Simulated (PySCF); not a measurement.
# A small calculation by hand: entropy of an ideal gas

Nb(O)(OH)2(Me) (CH₅NbO₃), SMILES [O]=[Nb]([OH])([CH3])[OH], multiplicity 1.

Geometry: B3LYP-D3(BJ)/def2-SVP. The multiplicity is an assumed one; no other spin state was optimised. The structure was generated by enumeration; whether it is a known compound was not checked. The def2 effective core potentials stand for the cores of Nb; spin–orbit coupling is left out. The values are those of a single conformer.

PySCF with B3LYP-D3(BJ)/def2-SVP gives the harmonic wavenumbers 134, 162, 168, 186, 208, 219, 369, 390, 486, 496, 548, 565, 616, 724, 754, 1020, 1183, 1404, 1408, 3008, 3107, 3108, 3879, 3883 cm⁻¹ and the rotational temperatures 0.1503, 0.1486, 0.1293 K. The molar mass is 157.95 g/mol, the symmetry number 1, the spin multiplicity 1.

### Question
Work out the entropy at 298.15 K and 1 atm in the rigid-rotor, harmonic-oscillator model.

### Answer

Translation (Sackur–Tetrode at 1 atm): S = R[1.5 ln M + 2.5 ln T − 1.16487] = 171.9 J/(mol K).
Rotation: q = (√π/σ) T^1.5/√(θA θB θC) = 170000, S = R[ln q + 3/2] = 112.6 J/(mol K).
Vibration: with u = 1.4388 ν/T, each mode gives R[u/(e^u − 1) − ln(1 − e^−u)]:
| ν (cm⁻¹) | modes | u | S (J/(mol K)) |
|---|---|---|---|
| 134 | 1 | 0.65 | 12.08 |
| 162 | 1 | 0.78 | 10.57 |
| 168 | 1 | 0.81 | 10.28 |
| 186 | 1 | 0.90 | 9.49 |
| 208 | 1 | 1.00 | 8.62 |
| 219 | 1 | 1.06 | 8.23 |
| 369 | 1 | 1.78 | 4.54 |
| 390 | 1 | 1.88 | 4.18 |
| 486 | 1 | 2.35 | 2.90 |
| 496 | 1 | 2.39 | 2.80 |
| 548 | 1 | 2.64 | 2.29 |
| 565 | 1 | 2.73 | 2.15 |
| 616 | 1 | 2.97 | 1.77 |
| 724 | 1 | 3.49 | 1.17 |
| 754 | 1 | 3.64 | 1.04 |
| 1020 | 1 | 4.92 | 0.36 |
| 1183 | 1 | 5.71 | 0.19 |
| 1404 | 1 | 6.78 | 0.07 |
| 1408 | 1 | 6.79 | 0.07 |
The stiffer modes add less than 0.005 each. Sum 82.8 J/(mol K).
Spin: R ln 1 = 0.0 J/(mol K).
Total 367.3 J/(mol K); the program's own thermochemistry gives 367.3. Translation makes up 47 % and vibration 23 %. Anharmonicity, hindered rotation and orbital degeneracy are left out.
